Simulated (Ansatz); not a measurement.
Job for Ansatz (a first-principles code): R-r2SCAN/def2-TZVPP on GaH5N2 (SMILES [NH2][GaH][NH2]), a point of a torsion scan.

Ansatz 0.2 input:
```yaml
crystal:
  periodic: [false, false, false]
  atoms:
    - {symbol: N, position_ang: [1.65305362, -0.28502684, 0.34611094]}
    - {symbol: Ga, position_ang: [0.22094173, 0.75987681, 0.75321974]}
    - {symbol: N, position_ang: [0.05315017, 2.41724752, 0.03919949]}
    - {symbol: H, position_ang: [1.61081194, -1.29697815, 0.32954252]}
    - {symbol: H, position_ang: [2.33634771, 0.01580586, -0.34101154]}
    - {symbol: H, position_ang: [-0.85528405, 0.24505026, 1.71272243]}
    - {symbol: H, position_ang: [0.77170861, 2.87103651, -0.51220904]}
    - {symbol: H, position_ang: [-0.60725372, 3.11490644, 0.35718255]}
basis:
  gaussian:
    orbitals: def2-TZVPP
hamiltonian:
  xc: {name: r2SCAN}
scf: {lower_state_search: off}
```

The log:

```
WARN ansatz: RAYON_NUM_THREADS=1 ignored (pool sized by the plan → 1); use --threads N
Functional definition: r2SCAN
these checks for a lower state are left out or cut short: stability, starts, cluster_reference, orbital_swaps, neighbouring_geometries, increment
integrals: 0.09 GiB planned
973 factors; their error is unknown
mean field: 0.64 GiB planned
mean field evaluation 1: about -55422.7782 eV, gradient 9.8e1 eV
mean field evaluation 2: about -55375.3581 eV, gradient 1.6e2 eV
mean field evaluation 4: about -55439.8606 eV, gradient 6.0e0 eV
mean field evaluation 8: about -55439.9359 eV, gradient 7.6e-2 eV
mean field evaluation 16: about -55439.9165 eV, gradient 2.3e-5 eV
mean field -55439.91646308 eV, -2037.3793514932 hartree, gradient 4.0e-6 eV, S^2 0.000000; 0 other end points of the search recorded, 0 dependent functions left out
reference -55439.91647480 eV, -2037.3793519239 hartree; 25, 25 occupied and 155, 155 virtual orbitals, 973 factors
Total energy: -55439.91647480 eV, -2037.3793519239 hartree
Checks for a lower state left out: stability, starts, cluster_reference, orbital_swaps, neighbouring_geometries, increment
```

Self-consistency was reached.

Cost: around 3 core-seconds (rough).
